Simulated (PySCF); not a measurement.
Assignment exercise: C3H12NPSi2

Bonds (- single, = double, # triple, : aromatic): P1-Si2, Si2-C3, C3-C4, C4-C5, C5-N6, N6-Si7, Si7-Si2. P1 carries H8, H9; Si2 carries H10; C3 carries H11, H12; C4 carries H13, H14; C5 carries H15, H16; N6 carries H17; Si7 carries H18, H19. Stereochemistry as in P[Si@H]1CCCN[SiH2]1. H12, H13, H15, H19 are cis to P1 on the ring; H11, H14, H16, H18 are trans to P1 on the ring.

[PySCF 2.14: GIAO PBE0/pcSseg-1 shieldings; structure optimised with GFN2-xTB; no relativistic terms; no solvent; equivalent nuclei averaged; a single conformation]

Scale: 13C and 1H against TMS (reference shieldings calculated alike).

Q: Assign these signals to the numbered atoms. 13C{1H} NMR (computed): δ 49.6, 34.2, 19.9.

A: 
49.6 → C5, sp3 CH2 bonded to N: pulled downfield by the heteroatom
34.2 → C4, sp3 CH2 in a ring: saturated and bonded to C and H only
19.9 → C3, sp3 CH2 bonded to Si

Q: Assign these signals to the numbered atoms. 1H NMR (600 MHz, computed): δ 5.24 (m, 1H), 5.00 (m, 1H), 4.60 (m, 1H), 3.25 (m, 1H), 2.51 (m, 1H), 1.90 (m, 1H), 1.70 (m, 1H), 1.11 (m, 1H), 1.10 (m, 1H), 0.92 (m, 2H), -0.18 (br s, 1H).

A: 
```tsv
δ (ppm)	atoms	environment	reason
5.24	H19	hydrogen on a silicon bonded to N, Si, in a 6-membered ring	–
5.00	H18	hydrogen on a silicon bonded to N, Si, in a 6-membered ring	–
4.60	H10	hydrogen on a silicon bonded to C, P, Si, in a 6-membered ring	–
3.25	H16	hydrogen on an sp3 CH2 bonded to N	its carbon carries N, an electronegative neighbour
2.51	H15	hydrogen on an sp3 CH2 bonded to N	–
1.90	H13	hydrogen on an sp3 CH2 in a ring	–
1.70	H11	hydrogen on an sp3 CH2 bonded to Si	–
1.11	H14	hydrogen on an sp3 CH2 in a ring	–
1.10	H12	hydrogen on an sp3 CH2 bonded to Si	–
0.92	H8/H9	hydrogen on a phosphorus bonded to Si	–
-0.18	H17	hydrogen on a nitrogen bonded to C, Si, in a 6-membered ring	exchangeable; this is the value without hydrogen bonding to other molecules
```

H14 and H12 lie closer than the usual error of such a calculation, so a measured spectrum could show them in the other order.

The OH or NH signal is concentration- and solvent-dependent in practice; the value given is the gas-phase one. Splittings by 31P in the carbon and heteronuclear signals aren't shown, as no couplings were computed. Shifts are as computed. Against solution values, carbons near 30 ppm lie about +3 ppm off and those near 130 ppm about +5 ppm. Of 1309 compounds with measured shifts, 239 miss one by over three times the rms of a fit or turn the order of signals round; such compounds aren't used in these exercises. Multiplicities follow the n + 1 count of equivalent neighbours, as no J values were calculated; m marks all less simple cases, F and P coupling included.
